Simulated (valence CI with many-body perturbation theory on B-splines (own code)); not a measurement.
**Pm⁵⁵⁺: what the settings do**

Computed by configuration interaction combined with many-body perturbation theory (CI+MBPT): four valence electrons over a frozen Dirac-Fock core [He], a basis of 6 s, 6 p, 5 d, 3 f, 1 g functions for each j, with the one-electron correlation potential Σ1 (screened to all orders), the two-electron term Σ2, the three-electron term Σ3, Breit, model QED; selected single and double excitations, second order for the rest, scaled by the run's own slope (own B-spline code, finite nucleus).

No measured spectrum was set against this ion. As an estimate, large intervals hold to a few tenths of a per cent, small ones and those within an open d or f shell to about a per cent.

The reference run has the lowest level (2s^2 2p1/2^2) J=0 and an ionisation energy of 11820.4 eV. Its largest variational space holds 9876 state functions.

Levels are named by their leading jj configuration (3d3/2^4 stands for four electrons in 3d with j = 3/2), which in mixed levels can hold well under half, so a name can repeat and another be missing. Letters in brackets count levels of one name in rising energy.

Changed runs:
A. logarithmic knot step 0.27 → 0.33
B. size limit of the variational space 10000 → 3000; second order for the rest on → off
C. lowest core n in screening and Σ2 1 → 2; three-electron term on → off
D. cutoff of virtual states (hartree) 7442 → 580.17 (bad on purpose)

Excitation energies of the reference run in cm⁻¹, and shifts in cm⁻¹:

```csv
Level,Reference,A,B,D
(2s^2 2p1/2 2p3/2) J=1,4683070,+22,+620,-1594
(2s^2 2p1/2 2p3/2) J=2,4820410,+22,+840,-1241
(2s 2p1/2^2 2p3/2) J=2,6481370,+42,+683,-44
(2s 2p1/2^2 2p3/2) J=1,7043050,+43,+702,+614
(2s^2 2p3/2^2) J=2,9629290,+45,+709,-2634
(2s^2 2p3/2^2) J=0,10015600,+45,0,-1924
(2s 2p1/2 2p3/2^2) J=2 [a],10992700,+63,+514,-1632
(2s 2p1/2 2p3/2^2) J=3,11308500,+64,+317,-1146
(2s 2p1/2 2p3/2^2) J=0,11671600,+64,0,-496
(2s 2p1/2 2p3/2^2) J=1 [a],11814400,+65,+672,-885
(2s 2p1/2 2p3/2^2) J=2 [b],11896600,+65,+663,-545
(2s 2p1/2 2p3/2^2) J=1 [b],11923300,+65,+735,-375
Ionisation energy (eV),11820.4,+0.0057,0,-0.7
```

Run C: It gave no result: the setting left no core shell for the response of the core. The program said: "need at least one array to concatenate".
